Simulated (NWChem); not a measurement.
A series in which one site is exchanged, each optimised at PBE0/def2-SVP with NWChem, gas phase unless a solvent is named. Some are not confirmed as minima by frequencies. def2 effective core potentials on Hf; no spin-orbit coupling.

A: [HfH2]([CH3])[CH3] (C2H8Hf; site = Hf)
B: [CH3][GeH2][CH3] (C$_{2}$H$_{8}$Ge; site = Ge)
C: C[SiH2]C (C₂H₈Si; site = Si)

Values for A:

```
Item                                                 Value
---------------------------------------------------  -----
dipole (D), PBE0/def2-SVP                             1.22
orbital gap (eV), PBE0/def2-SVP                       6.39
static polarisability, PBE0/def2-SVPD (bohr³)         75.1
lowest singlet excitation, PBE0/def2-SVPD, TDA (eV)   4.53
```

### Question
How do these values change for the other members?

### Answer
| change from A | B | C |
|---|---|---|
| dipole (D), PBE0/def2-SVP | -0.48 | -0.42 |
| orbital gap (eV), PBE0/def2-SVP | +3.75 | +4.01 |
| static polarisability, PBE0/def2-SVPD (bohr³) | -16.6 | -20.4 |
| lowest singlet excitation, PBE0/def2-SVPD, TDA (eV) | +3.38 | +3.68 |
